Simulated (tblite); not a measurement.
Run record: tight-binding relaxation, `C=C(BN(C)CC)[SiH2]C`.

Computed with GFN2-xTB geometry optimisation, gas phase (tblite 0.8.0). Start geometry: from a force field or distance geometry. A driver script takes a list of jobs; this job's settings line and coordinates (Å) are shown.

Command:
```bash
OMP_NUM_THREADS=1 python probes_run.py task.json out
```

Input:
```
{"job": {"kind": "relax", "xc": "GFN2-xTB", "basis": "xTB"}, "charge": 0, "multiplicity": 1}
C      1.714300     1.403900    -0.984000
C      1.217200     0.226800    -0.602600
B     -0.216900    -0.181500    -1.086600
N     -1.377400     0.160800    -0.217000
C     -1.759800     1.516500    -0.106100
C     -2.450500    -0.791600    -0.279000
C     -3.146800    -0.805400     1.050900
Si     2.225800    -0.881900     0.479900
C      4.022200    -0.413600     0.459600
H      1.112500     2.074300    -1.624500
H      2.680900     1.756100    -0.680900
H     -0.282600    -0.766600    -2.111700
H     -2.145400     1.951700    -1.048600
H     -2.549500     1.658200     0.653900
H     -0.905100     2.154500     0.193900
H     -2.014500    -1.800700    -0.396400
H     -3.146300    -0.644200    -1.123800
H     -3.765300     0.091000     1.157300
H     -2.361800    -0.833900     1.842100
H     -3.754600    -1.732800     1.071200
H      1.741100    -0.857800     1.875100
H      2.055200    -2.274800    -0.013000
H      4.217900     0.572800    -0.055900
H      4.578300    -1.257200     0.006200
H      4.300000    -0.300300     1.549000
```

Output:
```
step      E/eV     max force
  0    -730.12183    3.032
  1    -730.39704    1.016
  2    -730.48571    0.799
  3    -730.56548    0.750
  4    -730.62564    0.669
  5    -730.66425    0.676
  6    -730.70097    0.670
  7    -730.76077    0.733
  8    -730.80778    0.587
  9    -730.85108    0.615
... (186 lines left out)
196    -731.42225    0.035
197    -731.42234    0.026
198    -731.42240    0.015
199    -731.42244    0.017
200    -731.42249    0.015
201    -731.42252    0.014
202    -731.42257    0.016
203    -731.42260    0.015
204    -731.42264    0.012
205    -731.42266    0.010
```

«max force» is the largest atomic force in eV/Å.

Problem. From which step on does the largest force stay under 0.1 eV/Å, and how much energy is left to gain from there?

Solution. From step 98 (0.065 eV/Å), 24.5 meV above the end.

In short: energy lowered by 30.0 kcal/mol over 205 steps; largest atomic force 0.010 eV/Å at the end.

Hardware: one thread of an Arm Neoverse N1, no GPU, shared host with 64 logical CPUs at a one-minute load of 23. Cost: 3.3 s.
Labels such as C1 count atoms from 1, the log's own numbers from 0.
